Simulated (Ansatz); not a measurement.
Diatomic AuCl, closed-shell singlet (the spin of the measured ground state). No spin–orbit coupling.

D_e counts from the fitted minimum to each atom's lowest state at the same level, without counterpoise. The singlet is restricted.

Run with Ansatz (Gaussian basis) for Hartree–Fock, density functionals and correlated methods.  In def2 rows elements past Kr take small-core potentials, without spin–orbit coupling.

### Question
One of these levels gives 69.43 kcal/mol for the bond energy D_e. Which?
A) CAM-B3LYP/def2-TZVPP
B) BHLYP/def2-TZVPP
C) SVWN5/def2-TZVPP
D) r2SCAN/def2-TZVPP

### Answer
D, r2SCAN/def2-TZVPP. The others give 85.84 (SVWN5/def2-TZVPP), 57.57 (BHLYP/def2-TZVPP), 62.83 (CAM-B3LYP/def2-TZVPP)

Ansatz is a first-principles code.
